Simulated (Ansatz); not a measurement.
Relaxation of a periodic cell of 63 atoms, Si₆₂P (host Si, host structure diamond, dopant P, one Si atom removed), cell charge -1, to a largest force component of 0.03 eV/Å in at most 60 steps.

These are results of DFT PBE-D3(BJ), scalar-relativistic, plane waves, PAW in Ansatz 0.2.0, not measurements. Settings: PAW set soft_1, cutoff 420 eV, k mesh 1x1x1, fermi-dirac smearing 0.05 eV, no spin polarisation.

```xyz
63
Lattice="10.8600 0.0000 0.0000 0.0000 10.8600 0.0000 0.0000 0.0000 10.8600" Properties=species:S:1:pos:R:3:forces:R:3
Si 5.430 0.000 0.000 -0.10 0.00 0.00
Si 6.787 1.357 1.357 0.02 -0.02 -0.02
Si 8.145 2.715 0.000 0.00 0.10 0.00
Si 9.502 4.072 1.357 0.03 -0.11 0.03
Si 8.145 0.000 2.715 -0.01 0.01 -0.07
Si 9.502 1.357 4.072 0.04 -0.07 0.06
Si 0.000 0.000 0.000 -0.07 0.01 -0.01
Si 1.357 1.357 1.357 0.06 -0.07 0.04
Si 2.715 2.715 0.000 0.08 0.15 -0.06
Si 4.072 4.072 1.357 0.01 -0.01 0.04
Si 5.430 5.430 0.000 -0.15 -0.08 -0.06
Si 6.787 6.787 1.357 0.07 -0.06 0.04
Si 8.145 8.145 0.000 -0.01 0.07 -0.01
Si 9.502 9.502 1.357 0.01 -0.01 0.01
Si 2.715 0.000 2.715 -0.13 -0.02 -0.07
Si 4.072 1.357 4.072 0.13 0.14 0.17
Si 5.430 2.715 2.715 -0.04 0.04 -0.03
Si 6.787 4.072 4.072 -0.14 -0.13 0.17
Si 8.145 5.430 2.715 0.02 0.13 -0.07
Si 9.502 6.787 4.072 -0.01 -0.05 0.05
Si 5.430 0.000 5.430 -0.15 0.06 0.08
Si 6.787 1.357 6.787 -0.15 0.15 0.61
Si 8.145 2.715 5.430 -0.06 0.15 0.08
Si 9.502 4.072 6.787 0.04 -0.01 0.01
Si 8.145 0.000 8.145 0.00 0.00 -0.10
Si 9.502 1.357 9.502 -0.02 -0.02 0.02
Si 0.000 5.430 0.000 -0.07 0.13 0.02
Si 1.357 6.787 1.357 0.05 -0.05 -0.01
Si 2.715 8.145 0.000 -0.13 0.07 0.02
Si 4.072 9.502 1.357 0.11 -0.03 0.03
Si 0.000 2.715 2.715 -0.07 0.09 -0.07
Si 1.357 4.072 4.072 0.16 -0.09 0.16
Si 2.715 5.430 2.715 0.01 -0.01 -0.04
Si 4.072 6.787 4.072 0.09 -0.16 0.16
Si 5.430 8.145 2.715 -0.09 0.07 -0.07
Si 6.787 9.502 4.072 0.07 -0.04 0.06
Si 0.000 0.000 5.430 -0.07 -0.02 -0.13
Si 1.357 1.357 6.787 0.17 0.14 0.13
Si 2.715 2.715 5.430 -0.04 0.28 -0.04
P 5.430 2.715 8.145 -0.08 0.08 -0.08
Si 5.430 5.430 5.430 -0.28 0.04 -0.04
Si 6.787 6.787 6.787 -0.14 -0.17 0.13
Si 8.145 8.145 5.430 0.02 0.07 -0.13
Si 9.502 9.502 6.787 0.03 -0.03 0.11
Si 2.715 0.000 8.145 0.08 0.06 -0.15
Si 4.072 1.357 9.502 0.61 0.15 -0.15
Si 6.787 4.072 9.502 -0.15 -0.61 -0.15
Si 8.145 5.430 8.145 -0.06 -0.08 -0.15
Si 9.502 6.787 9.502 0.04 -0.06 0.07
Si 0.000 8.145 2.715 -0.07 0.07 -0.07
Si 1.357 9.502 4.072 0.05 0.01 0.05
Si 0.000 5.430 5.430 -0.04 -0.01 0.01
Si 1.357 6.787 6.787 0.16 -0.16 0.09
Si 2.715 8.145 5.430 0.01 0.04 0.01
Si 4.072 9.502 6.787 0.01 -0.04 0.01
Si 0.000 2.715 8.145 -0.03 0.04 -0.04
Si 1.357 4.072 9.502 0.17 -0.13 -0.14
Si 2.715 5.430 8.145 -0.04 0.04 -0.28
Si 4.072 6.787 9.502 0.13 -0.17 -0.14
Si 5.430 8.145 8.145 -0.04 0.03 -0.04
Si 6.787 9.502 9.502 0.02 0.02 0.02
Si 0.000 8.145 8.145 -0.07 0.07 -0.09
Si 1.357 9.502 9.502 0.06 -0.04 0.07
```

Question: Where does it end, and by what steps?

Answer: It converged. Limits of this set-up: coarse k mesh, no spin, though dangling bonds at a vacancy may carry it, charged cell in a uniform background, uncorrected. After 4 steps the energy has fallen by 0.226 eV; Si39 moved furthest, 0.18 Å.

| step | energy less start (eV) | largest force component (eV/Å) | accepted |
| --- | --- | --- | --- |
| 0 | 0.0000 | 0.605 | yes |
| 1 | -0.1790 | 0.197 | yes |
| 2 | -0.2149 | 0.094 | yes |
| 3 | -0.2042 | 0.138 | no |
| 4 | -0.2259 | 0.013 | yes |

```xyz
63
Lattice="10.8600 0.0000 0.0000 0.0000 10.8600 0.0000 0.0000 0.0000 10.8600" Properties=species:S:1:pos:R:3
Si 5.457 -0.014 0.014
Si 6.800 1.345 1.386
Si 8.159 2.688 0.014
Si 9.497 4.081 1.352
Si 8.153 -0.008 2.739
Si 9.498 1.375 4.094
Si 0.024 -0.008 0.008
Si 1.379 1.375 1.353
Si 2.758 2.720 -0.029
Si 4.073 4.072 1.366
Si 5.425 5.387 -0.029
Si 6.770 6.766 1.353
Si 8.153 8.121 0.008
Si 9.501 9.504 1.356
Si 2.724 0.034 2.735
Si 4.075 1.416 4.134
Si 5.427 2.718 2.724
Si 6.729 4.070 4.134
Si 8.111 5.421 2.735
Si 9.481 6.794 4.066
Si 5.425 0.029 5.473
Si 6.774 1.371 6.885
Si 8.116 2.720 5.473
Si 9.511 4.072 6.788
Si 8.159 -0.014 8.172
Si 9.531 1.345 9.515
Si 0.020 5.421 -0.034
Si 1.351 6.794 1.336
Si 2.724 8.125 -0.034
Si 4.064 9.508 1.352
Si -0.010 2.729 2.705
Si 1.357 4.090 4.072
Si 2.702 5.443 2.696
Si 4.055 6.788 4.072
Si 5.416 8.155 2.705
Si 6.770 9.507 4.094
Si 0.020 0.034 5.439
Si 1.419 1.416 6.790
Si 2.771 2.879 5.486
P 5.396 2.749 8.111
Si 5.266 5.374 5.486
Si 6.729 6.726 6.790
Si 8.111 8.125 5.439
Si 9.497 9.508 6.779
Si 2.758 0.029 8.140
Si 4.170 1.371 9.489
Si 6.774 3.975 9.489
Si 8.116 5.387 8.140
Si 9.498 6.766 9.485
Si -0.011 8.156 2.704
Si 1.351 9.524 4.066
Si -0.019 5.443 5.417
Si 1.357 6.788 6.770
Si 2.702 8.164 5.417
Si 4.073 9.494 6.788
Si 0.009 2.718 8.142
Si 1.419 4.070 9.444
Si 2.771 5.374 7.981
Si 4.075 6.726 9.444
Si 5.427 8.136 8.142
Si 6.800 9.474 9.515
Si -0.010 8.155 8.131
Si 1.379 9.507 9.485
```

Run time: 26 s on 4 threads of Arm Neoverse V2, on a shared host, peak memory 1.1 GiB.
